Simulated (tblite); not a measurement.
A geometry optimisation, step by step.

C₆H₁₁F₂NSi.
Atom-mapped SMILES: `[F:1][C@@H:2]1[CH2:3][CH2:4][NH:5][Si@@H:6]1[C@@H:7]1[CH2:8][C@@H:9]1[F:10]` (hydrogens: H11 on C2; H12, H13 on C3; H14, H15 on C4; H16 on N5; H17 on Si6; H18 on C7; H19, H20 on C8; H21 on C9)

Computed with GFN2-xTB (tblite), gas phase: L-BFGS steps from a force-field or distance-geometry start until the largest atomic force falls under 0.01 eV/Å. 7 of its 154 geometries are shown.

Step 0: E = -885.2808 eV, largest atomic force 3.648 eV/Å
```
atom  x, y, z in Å  |  force x, y, z in eV/Å
F1     -0.958   -1.577   -1.321   -0.105  -0.461  -0.135
C2     -1.127   -1.183   -0.008    1.152  -0.423   0.950
C3     -2.389   -0.446    0.170   -3.069  -1.796   0.816
C4     -2.342    0.923   -0.403   -1.560   1.907   0.483
N5     -1.010    1.439   -0.435    1.833  -0.614  -1.560
Si6     0.055    0.234    0.344   -0.513   1.610  -0.095
C7      1.698    0.034   -0.460    1.456  -0.478   0.222
C8      2.690   -0.872    0.267    0.643   0.312  -0.083
C9      2.858    0.616    0.342   -1.018  -0.628  -0.673
F10     2.513    1.146    1.571    0.691   0.320  -0.867
H11    -0.972   -2.033    0.684   -0.521  -0.010  -0.717
H12    -3.241   -0.997   -0.324    0.588   0.243   0.437
H13    -2.679   -0.390    1.259    0.579  -0.209  -0.910
H14    -2.889    1.014   -1.367    0.604  -0.162   0.353
H15    -2.910    1.595    0.306    0.224  -0.349  -0.563
H16    -0.757    1.529   -1.449    0.006   0.301   1.252
H17     0.144    0.564    1.770   -0.155  -0.105  -0.072
H18     1.825    0.030   -1.547   -0.126   0.192   0.431
H19     3.485   -1.370   -0.317   -0.797   0.013   0.408
H20     2.398   -1.359    1.211    0.161   0.247  -0.792
H21     3.599    1.121   -0.292   -0.073   0.092   1.116
```

Step 26: E = -886.1100 eV, largest atomic force 0.207 eV/Å
```
atom  x, y, z in Å  |  force x, y, z in eV/Å
F1     -1.071   -1.787   -1.212    0.071   0.026   0.026
C2     -1.191   -1.234    0.059    0.013   0.043  -0.017
C3     -2.516   -0.495    0.164    0.063   0.073  -0.082
C4     -2.385    0.898   -0.482    0.044  -0.069  -0.003
N5     -0.977    1.229   -0.580   -0.040   0.107  -0.023
Si6     0.048    0.207    0.322    0.176  -0.048  -0.012
C7      1.762    0.059   -0.439   -0.031  -0.027  -0.008
C8      2.755   -0.840    0.263    0.029   0.090   0.016
C9      2.934    0.638    0.281    0.025  -0.058   0.000
F10     2.763    1.303    1.466   -0.097  -0.042  -0.141
H11    -1.146   -2.084    0.743   -0.055   0.012   0.036
H12    -3.315   -1.059   -0.307   -0.095  -0.095  -0.117
H13    -2.756   -0.400    1.220    0.036   0.081   0.092
H14    -2.836    0.918   -1.480    0.059  -0.095  -0.017
H15    -2.923    1.627    0.134    0.001   0.098   0.019
H16    -0.772    2.119   -1.009   -0.064  -0.091   0.175
H17     0.160    0.437    1.775    0.005  -0.010  -0.025
H18     1.840    0.118   -1.518   -0.054  -0.078   0.059
H19     3.463   -1.437   -0.295   -0.115   0.045  -0.059
H20     2.423   -1.306    1.180    0.048   0.062  -0.038
H21     3.732    1.108   -0.286   -0.020  -0.024   0.119
```

Step 51: E = -886.1958 eV, largest atomic force 0.109 eV/Å
```
atom  x, y, z in Å  |  force x, y, z in eV/Å
F1     -1.004   -1.816   -1.145    0.001   0.056   0.015
C2     -1.193   -1.219    0.097    0.008  -0.006   0.034
C3     -2.515   -0.472    0.125    0.031   0.037  -0.011
C4     -2.330    0.879   -0.565   -0.004   0.057  -0.017
N5     -0.974    1.332   -0.311   -0.065  -0.081  -0.032
Si6     0.064    0.188    0.416   -0.047  -0.031  -0.063
C7      1.707   -0.020   -0.471   -0.007   0.011   0.046
C8      2.757   -0.843    0.234    0.056   0.047   0.020
C9      2.873    0.638    0.184    0.021   0.013  -0.021
F10     2.660    1.350    1.335    0.005  -0.027  -0.039
H11    -1.197   -2.041    0.814   -0.006  -0.055   0.002
H12    -3.308   -1.053   -0.348   -0.006   0.041   0.021
H13    -2.764   -0.308    1.174   -0.036  -0.025  -0.010
H14    -2.502    0.772   -1.644    0.074   0.029   0.030
H15    -3.045    1.612   -0.179   -0.056  -0.041  -0.017
H16    -0.816    2.312   -0.467    0.028  -0.016  -0.008
H17     0.255    0.331    1.865    0.000  -0.028   0.036
H18     1.717   -0.032   -1.555   -0.001  -0.015   0.073
H19     3.466   -1.421   -0.340   -0.046  -0.012  -0.055
H20     2.491   -1.296    1.176    0.002   0.053   0.003
H21     3.647    1.125   -0.395    0.048  -0.005  -0.009
```

Step 76: E = -886.2174 eV, largest atomic force 0.035 eV/Å
```
atom  x, y, z in Å  |  force x, y, z in eV/Å
F1     -0.973   -1.751   -1.153    0.004  -0.020   0.015
C2     -1.216   -1.222    0.112   -0.006   0.008  -0.004
C3     -2.533   -0.466    0.100   -0.006   0.001   0.004
C4     -2.292    0.880   -0.578    0.003  -0.008   0.005
N5     -1.006    1.361   -0.110    0.019   0.000  -0.001
Si6     0.044    0.164    0.512   -0.013  -0.021   0.013
C7      1.664   -0.046   -0.420   -0.013   0.029   0.012
C8      2.780   -0.821    0.236   -0.005   0.007  -0.003
C9      2.866    0.656    0.115   -0.004   0.004  -0.019
F10     2.726    1.400    1.256   -0.002   0.000  -0.035
H11    -1.256   -2.082    0.785    0.005   0.009  -0.029
H12    -3.317   -1.028   -0.407    0.002   0.004  -0.007
H13    -2.821   -0.303    1.139   -0.027   0.009   0.000
H14    -2.283    0.746   -1.667   -0.005   0.008  -0.018
H15    -3.083    1.593   -0.328    0.007  -0.002   0.023
H16    -0.784    2.309   -0.361   -0.002  -0.014   0.016
H17     0.248    0.253    1.963   -0.001   0.006  -0.002
H18     1.607   -0.113   -1.500    0.020  -0.010   0.021
H19     3.428   -1.426   -0.379    0.017  -0.001   0.023
H20     2.600   -1.220    1.222    0.000  -0.012  -0.013
H21     3.588    1.133   -0.537    0.007   0.002  -0.002
```

Step 102: E = -886.2274 eV, largest atomic force 0.038 eV/Å
```
atom  x, y, z in Å  |  force x, y, z in eV/Å
F1     -0.943   -1.798   -1.128   -0.006   0.009  -0.012
C2     -1.253   -1.245    0.112    0.004   0.000  -0.007
C3     -2.551   -0.460    0.011    0.000  -0.003  -0.002
C4     -2.239    0.928   -0.543   -0.005   0.003  -0.012
N5     -0.975    1.344    0.031   -0.020   0.003   0.012
Si6     0.042    0.087    0.585   -0.023  -0.005   0.003
C7      1.635   -0.149   -0.391   -0.014   0.022  -0.003
C8      2.830   -0.769    0.288    0.025   0.016   0.005
C9      2.814    0.684   -0.017   -0.012   0.022   0.004
F10     2.680    1.550    1.035   -0.008   0.019  -0.011
H11    -1.359   -2.098    0.785    0.001   0.006   0.000
H12    -3.274   -0.975   -0.622   -0.015  -0.022  -0.003
H13    -2.963   -0.369    1.015    0.019   0.017   0.028
H14    -2.173    0.884   -1.638   -0.005   0.010  -0.004
H15    -3.028    1.639   -0.277    0.006  -0.004   0.000
H16    -0.734    2.309   -0.112    0.019   0.005  -0.006
H17     0.270    0.139    2.033    0.001  -0.021   0.000
H18     1.534   -0.354   -1.449    0.004  -0.016  -0.017
H19     3.486   -1.409   -0.281    0.020  -0.005   0.004
H20     2.726   -1.046    1.325    0.002  -0.026   0.015
H21     3.466    1.125   -0.762    0.007  -0.029   0.007
```

Step 128: E = -886.2408 eV, largest atomic force 0.072 eV/Å
```
atom  x, y, z in Å  |  force x, y, z in eV/Å
F1     -1.056   -1.734   -1.294   -0.030   0.008  -0.001
C2     -1.300   -1.276   -0.002    0.020   0.022   0.010
C3     -2.566   -0.435    0.021    0.018   0.012  -0.018
C4     -2.226    0.972   -0.469    0.019   0.001  -0.013
N5     -0.907    1.297    0.039    0.004  -0.033   0.001
Si6     0.050   -0.029    0.532   -0.025  -0.013   0.032
C7      1.675   -0.272   -0.390   -0.007   0.017   0.009
C8      2.886   -0.672    0.418   -0.003   0.015   0.006
C9      2.758    0.713   -0.108    0.021   0.002   0.055
F10     2.492    1.715    0.787   -0.021   0.001   0.023
H11    -1.414   -2.176    0.607   -0.002   0.013  -0.026
H12    -3.349   -0.878   -0.595   -0.015  -0.015   0.017
H13    -2.908   -0.385    1.055    0.009  -0.011  -0.013
H14    -2.235    0.998   -1.565    0.014  -0.009  -0.031
H15    -2.963    1.696   -0.110    0.005   0.004   0.027
H16    -0.614    2.250   -0.088   -0.002   0.000   0.001
H17     0.236   -0.095    1.989    0.029   0.018  -0.009
H18     1.629   -0.638   -1.408    0.008  -0.017   0.015
H19     3.630   -1.317   -0.025   -0.015   0.007  -0.001
H20     2.754   -0.814    1.481    0.009   0.028  -0.066
H21     3.420    1.096   -0.876   -0.036  -0.049  -0.018
```

Step 153: E = -886.2457 eV, largest atomic force 0.009 eV/Å
```
atom  x, y, z in Å  |  force x, y, z in eV/Å
F1     -1.079   -1.675   -1.366   -0.004  -0.007  -0.004
C2     -1.331   -1.290   -0.052    0.006   0.003   0.003
C3     -2.571   -0.413   -0.005    0.003   0.003  -0.004
C4     -2.176    0.999   -0.434    0.002  -0.003   0.000
N5     -0.863    1.260    0.124    0.003   0.007   0.003
Si6     0.045   -0.115    0.570   -0.001  -0.005  -0.001
C7      1.671   -0.368   -0.346   -0.001   0.003  -0.001
C8      2.918   -0.587    0.474    0.004   0.004  -0.005
C9      2.685    0.716   -0.200    0.003   0.007   0.002
F10     2.359    1.791    0.584   -0.002  -0.001  -0.004
H11    -1.482   -2.221    0.497   -0.002   0.001   0.003
H12    -3.363   -0.808   -0.641   -0.004   0.003   0.006
H13    -2.917   -0.395    1.028    0.000  -0.002  -0.005
H14    -2.151    1.062   -1.529   -0.003   0.003   0.001
H15    -2.899    1.733   -0.065    0.007  -0.003  -0.004
H16    -0.531    2.205    0.036   -0.003  -0.006   0.001
H17     0.228   -0.236    2.024   -0.004   0.000   0.001
H18     1.641   -0.852   -1.313   -0.001   0.001   0.000
H19     3.698   -1.226    0.091   -0.002  -0.003   0.004
H20     2.811   -0.610    1.547    0.004  -0.005   0.000
H21     3.300    1.047   -1.027   -0.002   0.001   0.003
```

Problem. Summarise the path.

Solution. The energy falls by 93.10 kJ/mol from step 0 to step 153; nine tenths of that is first reached at step 35. It never rises by more than 0.2 meV. The largest force goes from 3.648 to 0.009 eV/Å. Among the bonds N5–Si6 changes most, from 1.787 to 1.707 Å; the atoms move by 0.694 Å rms after alignment.

Problem. Follow the three bonds and two angles with the largest change from start to end.

Solution. 
```csv
step,E above end (kJ/mol),largest force (eV/Å),N5–Si6 (Å),C2–C3 (Å),N5–H16 (Å),Si6–N5–H16 (°),F10–C9–H21 (°)
0,93.10,3.648,1.787,1.472,1.049,109.6,120.3
7,29.94,0.281,1.730,1.514,1.013,117.0,107.9
13,24.57,0.217,1.716,1.520,1.006,123.2,109.2
20,19.99,0.191,1.705,1.521,1.004,129.6,109.2
27,12.37,0.139,1.706,1.520,1.006,129.1,109.7
33,9.79,0.310,1.710,1.523,0.999,127.0,108.6
40,7.48,0.326,1.714,1.522,1.003,126.2,109.4
47,5.55,0.098,1.706,1.518,1.007,128.0,108.9
53,4.25,0.158,1.707,1.520,1.006,128.9,109.5
60,3.25,0.086,1.708,1.519,1.003,128.5,109.2
67,2.95,0.041,1.708,1.520,1.004,127.8,109.2
73,2.80,0.035,1.710,1.519,1.006,128.0,109.3
80,2.58,0.056,1.709,1.518,1.006,128.4,109.2
86,2.28,0.053,1.710,1.521,1.005,128.0,109.4
93,2.07,0.033,1.708,1.520,1.004,127.4,109.4
100,1.82,0.040,1.709,1.520,1.004,127.8,109.3
106,1.63,0.047,1.710,1.521,1.005,127.2,109.3
113,1.45,0.042,1.709,1.521,1.006,126.7,109.3
120,1.07,0.064,1.709,1.520,1.006,126.7,109.6
126,0.63,0.076,1.709,1.520,1.005,127.6,108.8
133,0.22,0.037,1.708,1.520,1.005,127.7,109.4
140,0.09,0.031,1.707,1.520,1.005,127.4,109.4
146,0.03,0.031,1.707,1.519,1.006,127.3,109.4
153,0.00,0.009,1.707,1.519,1.005,127.2,109.4
```

What follows is the cost of the whole relaxation. Hardware: an Arm Neoverse V1 with one thread (shared host). Cost: 1.5 s of wall time.
